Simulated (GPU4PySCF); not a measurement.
N-phenylbenzimidazole (C13H10N2), SMILES c1ccc2c(ncn2-c2ccccc2)c1.

Geometry optimised at r2SCAN-D4/def2-TZVP. The values are those of a single conformer.

Method: PBE/def2-TZVPD in GPU4PySCF.

Isolated molecule, no solvent.

Q: Estimate the frontier levels, gap, dipole moment and polarisability. (Estimate from the structure and the level; the computed values follow.)

A: 
highest occupied level: -5.58 eV
lowest empty level: -1.82 eV
orbital gap: 3.76 eV
dipole moment: 3.60 D
quadrupole, principal values (traceless, Buckingham form, about the centre of nuclear charge): -10.72, -2.50, 13.23 D·Å
mean static polarisability: 173.6 bohr³ (25.72 Å³)
polarisability, principal values: 102.1, 170.8, 247.8 bohr³
